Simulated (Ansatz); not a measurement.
Start from `[NH2][Ga]([NH2])[SH]` and change one atom or group to get `[NH2][Ga]([NH2])[Br]`.

Ansatz, PBE0-D4/def2-TZVP geometries, multiplicity 1. Each molecule was computed in one conformer, which needn't be the lowest.

Scalar relativity is left out up to krypton.

```
                                          property  `[NH2][Ga]([NH2])[SH]`
              HOMO–LUMO gap (PBE0/def2-TZVPP) / eV                    6.97
    zero-point energy (PBE0-D4/def2-TZVP) / kJ/mol                   156.8
               LUMO energy (B3LYP/def2-TZVPP) / eV                   -0.44
    size of the dipole moment (PBE/def2-TZVPP) / D                    2.14
                HOMO energy (PBE0/def2-TZVPP) / eV                   -7.07
size of the dipole moment (ωB97M-V/def2-TZVPP) / D                    2.17
```

(1) What does the change do to each property? (Best estimate.)

Results:

(1) Ansatz gave: 
| property | `[NH2][Ga]([NH2])[Br]` | shift |
| --- | --- | --- |
| HOMO–LUMO gap (PBE0/def2-TZVPP) / eV | 6.97 | 0.00 |
| zero-point energy (PBE0-D4/def2-TZVP) / kJ/mol | 135.6 | -21.2 |
| LUMO energy (B3LYP/def2-TZVPP) / eV | -0.73 | -0.29 |
| size of the dipole moment (PBE/def2-TZVPP) / D | 2.62 | 0.48 |
| HOMO energy (PBE0/def2-TZVPP) / eV | -7.35 | -0.28 |
| size of the dipole moment (ωB97M-V/def2-TZVPP) / D | 2.62 | 0.45 |

The zero-point energy changes by -21.2 kJ/mol with -3 modes. Dipoles are sizes alone; their direction can turn.

B3LYP here is the variant with VWN-RPA as its local correlation; programs differ in this.

Spin–orbit coupling is left out; it splits and shifts lone-pair levels of the heavy atoms by tenths of an eV.
